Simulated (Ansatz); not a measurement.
`C[O][InH][CH3]` and `C[O][InH2]` differ in one atom or group.

Ansatz, PBE0-D4/def2-TZVP geometries, multiplicity 1. Each molecule was computed in one conformer, which needn't be the lowest.

Elements past krypton have def2 core potentials.

```csv
property,`C[O][InH][CH3]`
LUMO energy (PBE0/def2-TZVPP) / eV,-1.15
"ideal-gas entropy at 298 K and 1 bar (rigid rotor, harmonic PBE0-D4/def2-TZVP) / J/(mol·K)",372
size of the dipole moment (PBE/def2-TZVPP) / D,2.17
size of the dipole moment (B3LYP/def2-TZVPP) / D,2.32
HOMO energy (B3LYP/def2-TZVPP) / eV,-6.88
HOMO energy (PBE/def2-TZVPP) / eV,-5.68
```

Question: Give the same properties after the change, and the shifts. (An estimate is asked.)

Answer: Ansatz gave: 
| property | `C[O][InH2]` | shift |
| --- | --- | --- |
| LUMO energy (PBE0/def2-TZVPP) / eV | -1.52 | -0.37 |
| ideal-gas entropy at 298 K and 1 bar (rigid rotor, harmonic PBE0-D4/def2-TZVP) / J/(mol·K) | 319 | -53 |
| size of the dipole moment (PBE/def2-TZVPP) / D | 1.38 | -0.79 |
| size of the dipole moment (B3LYP/def2-TZVPP) / D | 1.59 | -0.73 |
| HOMO energy (B3LYP/def2-TZVPP) / eV | -7.09 | -0.21 |
| HOMO energy (PBE/def2-TZVPP) / eV | -5.90 | -0.22 |

With PBE0 the HOMO falls by 0.20 eV and the LUMO falls by 0.37 eV, so the gap narrows by about 0.17 eV. PBE moves the HOMO by -0.22 eV and ωB97M-V by -0.19 eV. The zero-point energy changes by -77.6 kJ/mol with -9 modes. Dipoles are sizes alone; their direction can turn. Modes under 60 cm⁻¹, often nearly free rotors, make the harmonic entropy too high.

B3LYP here is the variant with VWN-RPA as its local correlation; programs differ in this.
